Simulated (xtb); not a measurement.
CF2 (SMILES F[C]F), singlet, from a rough starting geometry; GFN2-xTB (xtb).

The xtb input:
```
$ xtb mol.xyz --gfn 2 --opt vtight --json

# file mol.xyz
3

F     -0.99448511    -0.30637251     0.05059162
C      0.04161954     0.50650446     0.04984241
F      0.99796845    -0.21297402    -0.03542733
```

**Question.** Write the output that xtb gives for this input, abridged.

**Answer.** 
```
   ID    Z sym.   atoms
    1    9 F      1, 3
    2    6 C      2

           -------------------------------------------------
          |                Calculation Setup                |
           -------------------------------------------------

           -------------------------------------------------
          |                 G F N 2 - x T B                 |
           -------------------------------------------------

          ...................................................
          :                      SETUP                      :
          :.................................................:
          :  # basis functions                  12          :
          :  # atomic orbitals                  12          :
          :  # shells                            6          :
          :  # electrons                        18          :
          :  max. iterations                   250          :
          :  Hamiltonian                  GFN2-xTB          :
          :  restarted?                      false          :
          :  GBSA solvation                  false          :
          :  PC potential                    false          :
          :  electronic temp.          300.0000000     K    :
          :  accuracy                    1.0000000          :
          :  -> integral cutoff          0.2500000E+02      :
          :  -> integral neglect         0.1000000E-07      :
          :  -> SCF convergence          0.1000000E-05 Eh   :
          :  -> wf. convergence          0.1000000E-03 e    :
          :  Broyden damping             0.4000000          :
          :  net charge                          0          :
          :  unpaired electrons                  0          :
          ...................................................

 iter      E             dE          RMSdq      gap      omega  full diag
   1    -11.5195845 -0.115196E+02  0.843E+00    2.92       0.0  T
   2    -11.5231760 -0.359156E-02  0.488E+00    2.80       1.0  T
   3    -11.5233853 -0.209294E-03  0.600E-01    2.78       1.0  T
   4    -11.5234243 -0.389905E-04  0.135E-01    2.78       1.0  T
   5    -11.5234254 -0.104490E-05  0.732E-02    2.79       1.0  T
   6    -11.5234264 -0.108106E-05  0.105E-02    2.79       5.5  T
   7    -11.5234267 -0.240011E-06  0.248E-03    2.79      23.3  T
   8    -11.5234267 -0.502631E-08  0.377E-04    2.79     153.1  T
   9    -11.5234267 -0.184421E-10  0.181E-05    2.79    3183.0  T

   *** convergence criteria satisfied after 9 iterations ***

         :::::::::::::::::::::::::::::::::::::::::::::::::::::
         ::                     SUMMARY                     ::
         :::::::::::::::::::::::::::::::::::::::::::::::::::::
         :: total energy             -11.475743953193 Eh    ::
         :: gradient norm              0.159707121648 Eh/a0 ::
         :: HOMO-LUMO gap              2.790661438251 eV    ::
         ::.................................................::
         :: SCC energy               -11.523426679276 Eh    ::
         :: -> isotropic ES            0.007507946725 Eh    ::
         :: -> anisotropic ES          0.002684212094 Eh    ::
         :: -> anisotropic XC         -0.007499433987 Eh    ::
         :: -> dispersion             -0.000534772650 Eh    ::
         :: repulsion energy           0.047682726083 Eh    ::
         :: add. restraining           0.000000000000 Eh    ::
         :: total charge              -0.000000000000 e     ::
         :::::::::::::::::::::::::::::::::::::::::::::::::::::

      -----------------------------------------------------------
     |                   =====================                   |
     |                        A N C O P T                        |
     |                   =====================                   |
     |               Approximate Normal Coordinate               |
     |                Rational Function Optimizer                |
[...]
 * total energy  :   -11.4757440 Eh     change       -0.4973799E-13 Eh
 * total energy  :   -11.4841432 Eh     change       -0.8399296E-02 Eh
 * total energy  :   -11.4853041 Eh     change       -0.1160899E-02 Eh
 * total energy  :   -11.4855141 Eh     change       -0.2099225E-03 Eh
 * total energy  :   -11.4855282 Eh     change       -0.1410228E-04 Eh
 * total energy  :   -11.4855294 Eh     change       -0.1252023E-05 Eh
 * total energy  :   -11.4855295 Eh     change       -0.1050607E-06 Eh
 * total energy  :   -11.4855295 Eh     change       -0.3894366E-08 Eh
   *** GEOMETRY OPTIMIZATION CONVERGED AFTER 8 ITERATIONS ***
         :: total energy             -11.485529533995 Eh    ::
[...]
         :: HOMO-LUMO gap              2.586320126166 eV    ::
         ::.................................................::
         :: SCC energy               -11.515104946557 Eh    ::
         :: -> isotropic ES            0.007000946720 Eh    ::
         :: -> anisotropic ES          0.002144679926 Eh    ::
         :: -> anisotropic XC         -0.005651216438 Eh    ::
         :: -> dispersion             -0.000534121290 Eh    ::
         :: repulsion energy           0.029575412563 Eh    ::
         :: add. restraining           0.000000000000 Eh    ::
         :: total charge               0.000000000000 e     ::
         :::::::::::::::::::::::::::::::::::::::::::::::::::::

           -------------------------------------------------
          |                Property Printout                |
           -------------------------------------------------

    * Orbital Energies and Occupations

         #    Occupation            Energy/Eh            Energy/eV
      -------------------------------------------------------------
         1        2.0000           -0.9011646             -24.5219
         2        2.0000           -0.8860244             -24.1099
         3        2.0000           -0.6688830             -18.2012
         4        2.0000           -0.6243414             -16.9892
         5        2.0000           -0.6157746             -16.7561
         6        2.0000           -0.6038051             -16.4304
         7        2.0000           -0.5669797             -15.4283
         8        2.0000           -0.5544276             -15.0867
         9        2.0000           -0.4607479             -12.5376 (HOMO)
        10                         -0.3657024              -9.9513 (LUMO)
        11                          0.1085751               2.9545
        12                          0.1902748               5.1776
      -------------------------------------------------------------
                  HL-Gap            0.0950455 Eh            2.5863 eV
             Fermi-level           -0.4132251 Eh          -11.2444 eV

     #   Z          covCN         q      C6AA      α(0)
     1   9 F        0.796    -0.074    10.010     3.737
     2   6 C        1.569     0.148    28.720     8.761
     3   9 F        0.796    -0.074    10.010     3.737

 Mol. C6AA /au·bohr⁶  :        133.696180
 Mol. C8AA /au·bohr⁸  :       2960.337008
 Mol. α(0) /au        :         16.235818

Wiberg/Mayer (AO) data.
largest (>0.10) Wiberg bond orders for each atom

 ---------------------------------------------------------------------------
     #   Z sym  total        # sym  WBO       # sym  WBO       # sym  WBO
 ---------------------------------------------------------------------------
     1   9 F    1.374 --     2 C    1.271     3 F    0.103
     2   6 C    2.542 --     1 F    1.271     3 F    1.271
     3   9 F    1.374 --     2 C    1.271     1 F    0.103
 ---------------------------------------------------------------------------

Topologies differ in total number of bonds
Writing topology from bond orders to xtbtopo.mol

molecular dipole:
                 x           y           z       tot (Debye)
 q only:       -0.006       0.219       0.013
   full:        0.005      -0.161      -0.010       0.411
molecular quadrupole (traceless):
                xx          xy          yy          xz          yz          zz
 q only:       -0.617      -0.022       0.387       0.037       0.024       0.231
  q+dip:       -1.148      -0.036      -0.390       0.122      -0.120       1.538
   full:       -1.203      -0.017      -1.158       0.164      -0.213       2.361

optimized geometry written to: xtbopt.xyz

           -------------------------------------------------
          | TOTAL ENERGY              -11.485529533995 Eh   |
          | GRADIENT NORM               0.000003466136 Eh/α |
          | HOMO-LUMO GAP               2.586320126166 eV   |
           -------------------------------------------------
```
